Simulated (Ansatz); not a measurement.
Computed with Ansatz on PBE0-D4/def2-TZVP structures; ΔE is electronic, products minus reactants. CBS: MP2 limit from def2 TZ/QZ plus the TZ coupled-cluster correction, frozen cores. This one scheme is used for every species, atoms too. DFT in def2-TZVPP. B3LYP here is the variant with VWN-RPA as its local correlation; programs differ in this. HSE06 is defined as in plane-wave codes. Open shells (•) are unrestricted, without spin–orbit coupling. Spin–orbit coupling would lower the free atoms: a little for Al, C. Each species was taken in one conformer, which may not be the lowest.

Consider the atomization: `C[NH][AlH][NH2]` → Al• + C• + 7 H• + 2 N•.

`C[NH][AlH][NH2]`:

Z-matrix (Å, degrees):
```
C
N 1 1.445
H 1 1.097 2 112.6
H 1 1.097 2 112.6 3 121.8
H 1 1.093 2 110.2 3 -119.1
Al 2 1.771 1 129.3 3 118.4
H 2 1.009 1 112.0 3 -61.4
N 6 1.770 2 120.2 1 0.0
H 6 1.580 2 119.6 1 179.9
H 8 1.007 6 123.3 2 179.8
H 8 1.006 6 126.7 2 -0.2
```

```csv
level,ΔE (eV),difference from CCSD(T)/CBS
PBE-D4,40.01,0.46
PBE0-D4,39.31,-0.24
r2SCANh-D4,39.10,-0.45
revPBE,38.52,-1.03
r2SCAN,39.29,-0.26
B3LYP,39.40,-0.15
r2SCANh,39.05,-0.50
r2SCAN0,38.71,-0.84
HSE06,39.20,-0.35
CAM-B3LYP,39.71,0.16
MP2/def2-SVP,37.06,-2.49
CCSD/def2-SVP,36.57,-2.98
MP2/def2-QZVPP,39.41,-0.14
SCS-MP2/def2-QZVPP,39.76,0.21
MP2/CBS(def2),39.89,0.34
CCSD/CBS(def2),39.04,-0.51
CCSD(T)/CBS,39.55,0
```

Largest T1 diagnostic among the species: 0.018.

From PBE to PBE0 (25 % exact exchange), in def2-TZVPP and without D4, ΔE moves by −0.67 eV: exact exchange takes away binding that semilocal exchange gives to molecules. In def2-TZVPP, CCSD(T) changes the Hartree–Fock value by +10.47 eV (the triples alone add +0.51 eV) and MP2 by +10.80 eV; breaking electron pairs costs correlation energy, which Hartree–Fock lacks.

For atomizations the MP2-based limit and the directly extrapolated one differ by several kJ/mol either way, and by 10 to 25 for some Ge, Se and Sn compounds, so smaller differences from it don't rank the levels.
